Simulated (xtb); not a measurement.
xtb input:

```bash
xtb mol.xyz --gfn 1 --sp --chrg 0 --uhf 0
```
mol.xyz:
```
13

C      1.64306245    -0.87636580    -0.83614023
Si     0.45000509     0.30914126    -0.07594904
F      0.33386076     1.57114604    -1.05577744
Cl     1.16977152     1.05421880     1.70734240
N     -1.08208483    -0.36501533     0.24675530
Si    -2.04839174    -1.42735114    -0.72909391
H      1.26538903    -1.24390709    -1.79192729
H      2.60021204    -0.38503911    -1.01536395
H      1.80883506    -1.73022815    -0.17843594
H     -1.52027698    -0.02281390     1.09214610
H     -1.27939750    -1.70272788    -1.96153939
H     -2.32555489    -2.70261340    -0.02684791
H     -3.34643697    -0.80646393    -1.08069994
```

Predict the final energy.

-22.40819 Eh (GFN1-xTB).
